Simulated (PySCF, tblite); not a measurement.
Isomers of C3H6ClFSi, one GFN2-xTB conformer each. Single-point energies are computed at PBE0/pcSseg-1 (PySCF, gas phase, no added dispersion term), electronic only.

```
         SMILES  GFN2-xTB relative energy (kcal/mol)
F[SiH2]C/C=C\Cl                                  0.0
FC/C=C\[SiH2]Cl                                 16.7
```

Conformers: `[F:1][SiH2:2][CH2:3]/[CH:4]=[CH:5]\[Cl:6]` with F1–Si2–C3–C4 62°, Si2–C3–C4–C5 93°; `[F:1][CH2:2]/[CH:3]=[CH:4]\[SiH2:5][Cl:6]` with F1–C2–C3–C4 0°, C3–C4–Si5–Cl6 180°.

Problem. What does PBE0/pcSseg-1 give for the same structures?

Solution. 
```
         SMILES  PBE0/pcSseg-1 E (Eh)  PBE0/pcSseg-1 (kcal/mol)  GFN2-xTB (kcal/mol)  point group
F[SiH2]C/C=C\Cl            -966.93636                       0.0                  0.0           C1
FC/C=C\[SiH2]Cl            -966.92039                      10.0                 16.7           Cs
```

Both levels put the same isomer lowest. As drawn, the lower has an Si–F bond, which the higher lacks.

Problem. Which frontier levels, dipoles and rotational constants go with these structures?

Solution. 
```csv
SMILES,"HOMO (eV, PBE0/pcSseg-1)",LUMO (eV),dipole (D),"A, B, C (MHz)"
F[SiH2]C/C=C\Cl,-7.21,-0.30,0.93,"4954, 1044, 969.2"
FC/C=C\[SiH2]Cl,-8.01,-0.68,3.61,"6214, 1061, 921.1"
```

Problem. What happens when harmonic zero-point energies from GFN2-xTB frequencies are added?

Solution. 
```
         SMILES  ZPE (kcal/mol)  electronic (kcal/mol)  with ZPE (kcal/mol)
F[SiH2]C/C=C\Cl            49.6                    0.0                  0.0
FC/C=C\[SiH2]Cl            49.6                   10.0                 10.1
```

The zero-point energies span 0.0 kcal/mol. The order is unchanged.
